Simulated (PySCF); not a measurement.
# Static response to an electric field

Species: C4H6F2N (charge +1).
Structure used (GFN2-xTB), in Å, numbered top down from 1:
```xyz
13
C4H6F2N angstrom
C      2.268    0.520   -1.246
C      1.195    0.187   -0.421
N      0.341   -0.095    0.299
C     -0.839   -0.391    0.964
C     -2.019   -0.283   -0.033
F     -1.818   -1.140   -1.049
F     -2.041    0.953   -0.559
H      3.215    0.412   -0.711
H      2.167    1.557   -1.584
H      2.279   -0.136   -2.123
H     -0.979    0.324    1.782
H     -0.784   -1.409    1.362
H     -2.989   -0.498    0.440
```

Level: PBE0/def2-SVPD (PySCF), static field, nuclei fixed, core orbitals frozen in the response. The polarisability tensor in these axes (au):

```
x    66.96   6.28 -13.05
y     6.28  42.97  -3.87
z   -13.05  -3.87  50.65
```

Task: What are the eigenvalues, a third of the trace, and Δα (Δα² = ½Σ(αi − αj)² over the three pairs)?

Result: Principal values 41.27, 43.46 and 75.84 au; mean 53.53 au = 7.93 Å³ = 8.83 × 10⁻⁴⁰ C²·m²/J; Δα = 33.53 au (63 % of the mean).

Task: Directions of the eigenvectors, and the extent of the frame along each?

Result: Largest value along (0.85, 0.22, -0.48), where the nuclei span 6.03 Å; middle along (0.51, -0.15, 0.85), 2.63 Å; least along (-0.11, 0.96, 0.24), 2.16 Å. The response follows the extents in order.

Task: Traceless (Buckingham) quadrupole moment about the centre of nuclear charge: eigenvalues?

Result: -17.03, -11.94, 28.97 D·Å. The values depend on the origin, since the species is charged. The electronic extent ⟨r²⟩ about the same centre is 841 bohr², a root-mean-square distance of 2.09 Å for the 54 electrons.

Task: Rayleigh depolarisation ratio (linearly polarised light, static tensor)?

Result: ρ = 3Δα²/(45ᾱ² + 4Δα²) = 3372.8/(128926 + 4497.0) = 0.0253.

Task: Sum over states: ᾱ = Σ f/ω², ω in Eh. What share falls to these 6 lowest TDDFT singlets (eV, f)? 6.92, 0.0021; 7.00, 0.1080; 7.35, 0.0049; 7.96, 0.0605; 8.25, 0.0019; 8.53, 0.0018.

Result: They add up to 2.48 au, 4.6 % of the 53.53 au; the largest single term is 1.63 au, from the state at 7.00 eV. Terms in order: 0.03, 1.63, 0.07, 0.71, 0.02, 0.02 au. Higher excitations give the rest. The strengths listed sum to 0.179.

One conformer (not necessarily the lowest) at the GFN2-xTB geometry, without solvent, vibrations or thermal averaging.

These values come from a run that also computed excited states. The run took 59 s on an Intel Xeon at 2.50 GHz with one thread, shared host with 64 logical CPUs at a one-minute load of 59, and the process peaked at 0.79 GiB of memory.
